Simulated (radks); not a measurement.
Question: All-electron calculation, non-relativistic Kohn-Sham, LB94 model potential, spin-polarised, spherical densities, point nucleus; open shells are filled with parallel spins first. Program: a radial shooting solver on a logarithmic mesh with Libxc functionals. Response by self-consistent Sternheimer equations with the Hartree and adiabatic LDA kernel. Rank Ne7+, Li, Be+, B2+, O5+, N4+, F6+, C3+ (NIST ground configurations) by static dipole polarisability, largest first.

Answer: Li 150.0, Be+ 22.44, B2+ 7.245, C3+ 3.213, N4+ 1.699, O5+ 1.005, F6+ 0.6437, Ne7+ 0.4367 bohr^3.
